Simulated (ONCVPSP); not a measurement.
N (Z = 7): ONCV pseudisation with PBE, non-relativistic reference atom.

ONCVPSP 4.0.1 was run on this input:

```
# ATOM AND REFERENCE CONFIGURATION
# atsym  z   nc   nv     iexc    psfile
  N 7.00    1    2        4      upf
#
#   n    l    f
    1    0    2.00
    2    0    2.00
    2    1    3.00
#
# PSEUDOPOTENTIAL AND OPTIMIZATION
# lmax
    2
#
#   l,   rc,      ep,       ncon, nbas, qcut
    0    0.80    0.00    3    7    7.00
    1    2.10    0.00    3    7    5.70
    2    1.95    0.42    4    8    5.80
#
# LOCAL POTENTIAL
# lloc, lpopt,  rc(5),   dvloc0
    0    5    0.80    0.00
#
# VANDERBILT-KLEINMAN-BYLANDER PROJECTORs
# l, nproj, debl
    0    0    1.00
    1    1    1.00
    2    1    0.40
#
# MODEL CORE CHARGE
# icmod, fcfact, rcfact
    2    0.70    0.70
#
# LOG DERIVATIVE ANALYSIS
# epsh1, epsh2, depsh
   -2.00    5.00    0.02
#
# OUTPUT GRID
# rlmax, drl
    6.00    0.01
#
# TEST CONFIGURATIONS
# ncnf
    4
# nvcnf
#   n    l    f
    2
    2    0    2.00
    2    1    2.00
#
    2
    2    0    2.00
    2    1    1.00
#
    2
    2    0    2.00
    2    1    0.00
#
    2
    2    0    0.00
    2    1    5.00
#
```

Command:

```bash
oncvpspnr.x < N.dat > N.out
```

Resulting log (shortened: citation, most of the input echo, consistency checks and plot data are left out):

```
ONCVPSP  (Optimized Norm-Conservinng Vanderbilt PSeudopotential)
scalar-relativistic version 4.0.1

#   n    l    f        energy (Ha)
    1    0    2.00    -1.4129239E+01
    2    0    2.00    -6.8198129E-01
    2    1    3.00    -2.6072515E-01

Reference configufation results
  iterations    23
  all-electron total energy (Ha)   -5.44209729D+01

Begin loop to  construct optimized pseudo wave functions
and semi-local pseudopoentials for all angular momenta

Calculating optimized projector #   1

 for l=   0

    Fraction of norm inside rc  0.179105
    Optimizing pswf for qcut=   6.98 a_B^-1,  ecut=  24.39 Ha
    Residual kinetic energy error=  2.58D-03 Ha

    Energy error per electron        Cutoff
         Ha          eV             Ha
         0.01000     0.27211       18.56
         0.00100     0.02721       33.19
         0.00010     0.00272      177.60
         0.00001     0.00027      278.75

Calculating optimized projector #   1

 for l=   1

    Fraction of norm inside rc  0.809498
    Optimizing pswf for qcut=   5.71 a_B^-1,  ecut=  16.30 Ha
    Residual kinetic energy error=  1.36D-05 Ha

    Energy error per electron        Cutoff
         Ha          eV             Ha
         0.01000     0.27211        9.78
         0.00100     0.02721       12.48
         0.00010     0.00272       14.45
         0.00001     0.00027       18.28

   Wellstate for l =  2  n =  3
     eigenvalue =   0.4200
     asymptotic potential =   0.9200
     half-point radius =  5.0877

Calculating optimized projector #   1

 for l=   2

    Fraction of norm inside rc  0.070573
    Optimizing pswf for qcut=   5.79 a_B^-1,  ecut=  16.78 Ha
    Residual kinetic energy error=  1.31D-06 Ha

    Energy error per electron        Cutoff
         Ha          eV             Ha
         0.01000     0.27211        2.34
         0.00100     0.02721        6.30
         0.00010     0.00272       10.50
         0.00001     0.00027       13.92

Construct Vanderbilt / Kleinmman-Bylander projectors

Model core correction analysis
  based on d2Exc/dn_idn_j

d2excae - all-electron derivatives

   -5.191149D-02   -4.406580D-02
   -4.406874D-02   -4.150597D-02

d2excps - pseudofunction derivatives with no core correction

   -5.128173D-02   -4.531694D-02
   -4.531885D-02   -4.203406D-02

rms 2nd derivative error    9.751389E-04

amplitude prefactor, scale prefactor
   13.0227    1.1568

d2excps - pseudofunction derivatives with core correction

   -5.068034D-02   -4.547786D-02
   -4.547904D-02   -4.230705D-02

rms 2nd derivative error    1.238981E-03

Pseudoatom total energy   -9.462087

Diagnostic tests using Vanderbilt-Kleinman-Bylander pseudopotentials
  1 or more projectors used as specified by nproj input data

   l    rcore       rmatch      e in        delta e   norm test  slope test

   0   0.8037126   0.8281151  -0.6819813   0.0000226   1.0000171   0.9999364

   1   2.1055991   2.1695296  -0.2607251  -0.0000213   0.9999867   0.9999317

   2   1.9597466   2.0192487   0.4200000  -0.0000000   1.0000000   1.0000000

 Testing for bound ghosts
   n   l    E NL Schr. Eq   E Basis Diag.   E Cutoff

   2   1       -0.260746       -0.258197     34.85

 Testing for highly-localized positive-energy ghosts
       l    <radius>/rc     E Basis Diag.   E Cutoff

Test configuration 0

   n   l     f        eae           eps        diff
   1   0  2.0000  -14.12923920
   2   0  2.0000   -0.68198129   -0.68195867    2.26D-05
   2   1  3.0000   -0.26072515   -0.26074648   -2.13D-05

    Total energies and differences
      AE_ref= -5.44209729D+01  AE_tst= -5.44209729D+01  dif=  0.00D+00
      PS_ref= -9.46208687D+00  PS_tst= -9.46208687D+00  dif= -2.31D-14
      PSP excitation error=  2.31D-14

Test configuration 1

   n   l     f        eae           eps        diff
   1   0  2.0000  -14.75249381
   2   0  2.0000   -1.19191688   -1.19068674    1.23D-03
   2   1  2.0000   -0.76046786   -0.75118398    9.28D-03

    Total energies and differences
      AE_ref= -5.44209729D+01  AE_tst= -5.39212953D+01  dif=  5.00D-01
      PS_ref= -9.46208687D+00  PS_tst= -8.96553748D+00  dif=  4.97D-01
      PSP excitation error=  3.13D-03

Test configuration 2

   n   l     f        eae           eps        diff
   1   0  2.0000  -15.56777800
   2   0  2.0000   -1.80531178   -1.78828490    1.70D-02
   2   1  1.0000   -1.37863810   -1.33350100    4.51D-02

    Total energies and differences
      AE_ref= -5.44209729D+01  AE_tst= -5.28607623D+01  dif=  1.56D+00
      PS_ref= -9.46208687D+00  PS_tst= -7.92931356D+00  dif=  1.53D+00
      PSP excitation error=  2.74D-02

Test configuration 3

   n   l     f        eae           eps        diff
   1   0  2.0000  -16.55862744
   2   0  2.0000   -2.50194526   -2.44341820    5.85D-02

    Total energies and differences
      AE_ref= -5.44209729D+01  AE_tst= -5.11304465D+01  dif=  3.29D+00
      PS_ref= -9.46208687D+00  PS_tst= -6.27913279D+00  dif=  3.18D+00
      PSP excitation error=  1.08D-01

Test configuration 4

   n   l     f        eae           eps        diff
   1   0  2.0000  -14.18724322
   2   1  5.0000   -0.29006243   -0.29733415   -7.27D-03

    Total energies and differences
      AE_ref= -5.44209729D+01  AE_tst= -5.35764658D+01  dif=  8.45D-01
      PS_ref= -9.46208687D+00  PS_tst= -8.61437189D+00  dif=  8.48D-01
      PSP excitation error= -3.21D-03
```

oncvpspnr.x prints “scalar-relativistic version” in its banner although the run is non-relativistic.

The run took about 1.8 s on one core of a shared server CPU.
